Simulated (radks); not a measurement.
Ionisation of the scandium ion Sc+, [Ar] 3d1 4s1, to [Ar] 3d1 as the strength of local exchange is varied. Method: scalar-relativistic Kohn-Sham, Slater X-alpha exchange (alpha = 2/3 is LDA exchange), no correlation, spin-polarised, spherical densities, point nucleus; open shells are filled with parallel spins first; computed with a radial shooting solver on a logarithmic mesh with Libxc functionals.

alpha  E(Sc+) (hartree)  exchange (hartree)  IE (eV)  -e of the level emptied (eV)  <r> of it (bohr)
0.557        -754.66661           -29.28819   12.041                    9.116 (4s)             3.434
0.667        -760.47259           -35.30847   12.743                    9.851 (4s)             3.343
0.718        -763.17767           -38.12572   13.076                   10.203 (4s)             3.302
0.77         -765.94438           -41.01513   13.419                   10.569 (4s)             3.261
0.882        -771.93282           -47.29631   14.174                   11.379 (4s)             3.177
0.911        -773.48992           -48.93553   14.373                   11.594 (4s)             3.156

NIST Atomic Spectra Database: 12.800 eV (measured). The Delta-SCF value meets it near alpha = 0.68. Open shells are spherical and high-spin; term and fine-structure splittings are not resolved.
